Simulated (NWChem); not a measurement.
Molecule: B2H4O4; SMILES OB(B(O)O)O

```xyz
10

B     -0.0818     0.8315     0.0413
O     -1.2325     1.5722    -0.0510
O      1.1790     1.3920     0.1715
B     -0.0852    -0.8933     0.0058
O      1.1157    -1.5661     0.1047
O     -1.2310    -1.6319    -0.1171
H     -1.0944     2.5382    -0.0179
H      1.1999     2.3677     0.1949
H      1.8394    -0.9170     0.1864
H     -1.0176    -2.5861    -0.1158
```
Atoms are numbered in this order, from 1.

Results from NWChem. Coordinates come from a PBE-D3(BJ)/def2-SVP optimisation. Atomic charges in e: unrestrained fits to the electrostatic potential beside Mulliken populations; buried atoms are poorly determined by the fit.

Question: Predict the results for B3LYP/def2-SVP. Quantities: ESP B1; Mulliken B1; ESP O2; Mulliken O2; ESP O3; Mulliken O3; ESP B4; Mulliken B4; ESP O5; Mulliken O5; relative RMS misfit of the potential (%).

Answer: The ESP B1 is 0.46, the Mulliken B1 is -0.08 and the ESP O2 comes out as -0.61. The Mulliken O2 is -0.12 and the ESP O3 comes out as -0.67. The Mulliken O3 is -0.17. The ESP B4 is 0.50. The Mulliken B4 comes out as -0.05. The ESP O5 is -0.65 and the Mulliken O5 comes out as -0.16. The relative RMS misfit of the potential (%) is 14.
